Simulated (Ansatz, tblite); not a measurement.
Cost and result up the ladder for the cluster As₆ (the lowest singlet isomer of a short search) (6 atoms). The state is a singlet with charge 0. Geometry: PBE-D4/def2-SVP.

Cartesian coordinates in Å:
```
As -1.318 1.161 -0.788
As 0.993 1.648 0.031
As 0.781 -0.223 1.745
As 0.643 -0.002 -1.814
As -1.530 -0.711 0.926
As 0.431 -1.873 -0.100
```

Ansatz on 4 threads of Intel Xeon 6975P-C on a shared host; xTB runs through tblite on one thread. Times are rough, summed over both states, and most runs start from the orbitals of an earlier one. PBE-QIDH/def2-TZVP serves as the yardstick here, not as an exact answer. Differences are given only for rows in sets of like size (and for xTB, whose basis is part of the method), since another set adds its own error. The other state is a quintet at its own geometry, which has other bonds, so the gap mixes isomer and spin.

The xTB rows come from tblite. LC-ωPBE has ω = 0.4 bohr⁻¹. Correlated methods freeze 54 core orbitals; core or outer-core shells of As are correlated, in sets that lack core-valence functions. At PBE0-D4/def2-TZVP a singlet of charge 0 lies 2.83 eV below the quintet, each at its own geometry. The structure comes from a short search, and lower isomers may exist.

Correlated methods converge slowly with the basis.

xTB has no spin-polarisation term.

| level | functions | wall time | quintet − singlet (eV) | difference from PBE-QIDH/def2-TZVP (eV) |
| --- | --- | --- | --- | --- |
| GFN1-xTB | 54 | 0.019 s | 3.98 | 0.98 |
| GFN2-xTB | 54 | 0.02 s | 3.46 | 0.47 |
| HF/STO-3G | 108 | 5.3 s | 2.21 | – |
| PBE-D4/def2-TZVP | 288 | 11 s | 2.91 | -0.09 |
| r2SCAN-D4/def2-TZVP (with forces) | 288 | 24 s | 2.72 | -0.28 |
| LC-ωPBE/def2-TZVP | 288 | 25 s | 2.70 | -0.30 |
| PBE0-D4/def2-TZVP | 288 | 36 s | 2.83 | -0.17 |
| PBE-QIDH/def2-TZVP | 288 | 61 s | 3.00 | 0.00 |
